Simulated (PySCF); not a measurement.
H₄HfO₄, triplet, at a GFN2-xTB geometry (such geometries of metal compounds can be far from the true shape) (the multiplicity is a formal guess) (core potentials on Hf); CAMB3LYP/def2-SVP in PySCF.

Input for PySCF:
```python
from pyscf import gto, scf, dft

mol = gto.Mole()
mol.atom = '''
    Hf   -0.00436919    0.00953251    0.00444507
    O     1.76207235    0.66863240   -0.22038935
    H     1.81315123    1.21488920   -1.01269358
    O     0.24472185   -0.53589057    1.81917282
    H     1.19828968   -0.41172282    1.91245785
    O    -0.37330308    0.81642367   -1.68835850
    H    -1.15387611    0.31482316   -1.95764276
    O    -1.60681486   -1.00736662    0.06243549
    H    -1.75639317   -1.33872154    0.95494980
'''
mol.basis = 'def2-svp'
mol.ecp = {'Hf': 'def2-svp'}
mol.spin = 2
mol.verbose = 4
mol.build()

mf = dft.UKS(mol)
mf.xc = 'camb3lyp'
mf.grids.atom_grid = (99, 590)
mf.grids.prune = None
mf.kernel()
```

Output, abridged:

```
PySCF version 2.14.0

[INPUT] verbose = 4
[INPUT] num. atoms = 9
[INPUT] num. electrons = 48
[INPUT] charge = 0
[INPUT] spin (= nelec alpha-beta = 2S) = 2
[INPUT] symmetry False subgroup None
[INPUT] Mole.unit = angstrom
[INPUT] Symbol           X                Y                Z      unit          X                Y                Z       unit  Magmom
[INPUT]  1 Hf    -0.004369190000   0.009532510000   0.004445070000 AA   -0.008256572486   0.018013833180   0.008399964905 Bohr   0.0
[INPUT]  2 O      1.762072350000   0.668632400000  -0.220389350000 AA    3.329834153169   1.263532114011  -0.416475512271 Bohr   0.0
[INPUT]  3 H      1.813151230000   1.214889200000  -1.012693580000 AA    3.426359247118   2.295807859692  -1.913713514305 Bohr   0.0
[INPUT]  4 O      0.244721850000  -0.535890570000   1.819172820000 AA    0.462457273197  -1.012686410037   3.437738403053 Bohr   0.0
[INPUT]  5 H      1.198289680000  -0.411722820000   1.912457850000 AA    2.264439313093  -0.778043369034   3.614021561275 Bohr   0.0
[INPUT]  6 O     -0.373303080000   0.816423670000  -1.688358500000 AA   -0.705440582657   1.542817137912  -3.190535165081 Bohr   0.0
[INPUT]  7 H     -1.153876110000   0.314823160000  -1.957642760000 AA   -2.180509829579   0.594929550070  -3.699408666138 Bohr   0.0
[INPUT]  8 O     -1.606814860000  -1.007366620000   0.062435490000 AA   -3.036440018281  -1.903647018829   0.117985976553 Bohr   0.0
[INPUT]  9 H     -1.756393170000  -1.338721540000   0.954949800000 AA   -3.319102058357  -2.529817067656   1.804593584708 Bohr   0.0

nuclear repulsion = 219.874491915428
number of shells = 48
number of NR pGTOs = 181
number of NR cGTOs = 108
basis = def2-svp
ecp = {'Hf': 'def2-svp'}

******** <class 'pyscf.dft.uks.UKS'> ********
method = UKS
initial guess = minao
damping factor = 0
level_shift factor = 0
DIIS = <class 'pyscf.scf.diis.CDIIS'>
diis_start_cycle = 1
diis_space = 8
diis_damp = 0
SCF conv_tol = 1e-09
SCF conv_tol_grad = None
SCF max_cycles = 50
direct_scf = True
direct_scf_tol = 1e-13
number electrons alpha = 25  beta = 23
XC library pyscf.dft.libxc version 7.1.2
    S. Lehtola, C. Steigemann, M. J. T. Oliveira, and M. A. L. Marques,  SoftwareX 7, 1–5 (2018)
XC functionals = camb3lyp
    T. Yanai, D. P. Tew, and N. C. Handy,  Chem. Phys. Lett. 393, 51 (2004)
radial grids:
    Treutler-Ahlrichs [JCP 102, 346 (1995); DOI:10.1063/1.469408] (M4) radial grids

becke partition: Becke, JCP 88, 2547 (1988); DOI:10.1063/1.454033
pruning grids: None
grids dens level: 3
symmetrized grids: False
atomic radii adjust function: <function treutler_atomic_radii_adjust>
User specified grid scheme (99, 590)
small_rho_cutoff = 0
Set gradient conv threshold to 3.16228e-05
tot grids = 525696
init E= -338.43434434196

cycle= 1 E= -350.615553331042  delta_E= -12.2  |g|= 0.872  |ddm|=  5.4
cycle= 2 E= -350.452138514209  delta_E= 0.163  |g|= 1.11  |ddm|= 1.72

cycle= 3 E= -350.883429477589  delta_E= -0.431  |g|= 0.332  |ddm|= 1.05

cycle= 4 E= -350.926640641167  delta_E= -0.0432  |g|= 0.0643  |ddm|= 0.313

cycle= 5 E= -350.928109703306  delta_E= -0.00147  |g|= 0.0248  |ddm|= 0.0683

cycle= 6 E= -350.928499006235  delta_E= -0.000389  |g|= 0.0147  |ddm|= 0.0383

cycle= 7 E= -350.928689304697  delta_E= -0.00019  |g|= 0.0118  |ddm|= 0.0254

cycle= 8 E= -350.928898637665  delta_E= -0.000209  |g|= 0.0103  |ddm|= 0.035

cycle= 9 E= -350.929295602641  delta_E= -0.000397  |g|= 0.00734  |ddm|= 0.0916

cycle= 10 E= -350.929468499791  delta_E= -0.000173  |g|= 0.00205  |ddm|= 0.0797

cycle= 11 E= -350.929484701784  delta_E= -1.62e-05  |g|= 0.000508  |ddm|= 0.0263

cycle= 12 E= -350.929484889975  delta_E= -1.88e-07  |g|= 0.000559  |ddm|= 0.00179

cycle= 13 E= -350.929485639709  delta_E= -7.5e-07  |g|= 0.000298  |ddm|= 0.00394

cycle= 14 E= -350.929485901381  delta_E= -2.62e-07  |g|= 9e-05  |ddm|= 0.00321

cycle= 15 E= -350.929485963289  delta_E= -6.19e-08  |g|= 6.5e-05  |ddm|= 0.000682

cycle= 16 E= -350.929485981337  delta_E= -1.8e-08  |g|= 4e-05  |ddm|= 0.000352

cycle= 17 E= -350.929485991347  delta_E= -1e-08  |g|= 3.35e-05  |ddm|= 0.000272

cycle= 18 E= -350.929485994336  delta_E= -2.99e-09  |g|= 1.51e-05  |ddm|= 0.000179

cycle= 19 E= -350.929485995577  delta_E= -1.24e-09  |g|= 7.73e-06  |ddm|= 0.000144

cycle= 20 E= -350.92948599587  delta_E= -2.92e-10  |g|= 2.26e-06  |ddm|= 8.83e-05

Extra cycle  E= -350.929485995877  delta_E= -7.73e-12  |g|= 2.34e-06  |ddm|= 6.58e-06
converged SCF energy = -350.929485995877  <S^2> = 2.0066976  2S+1 = 3.0044617
```
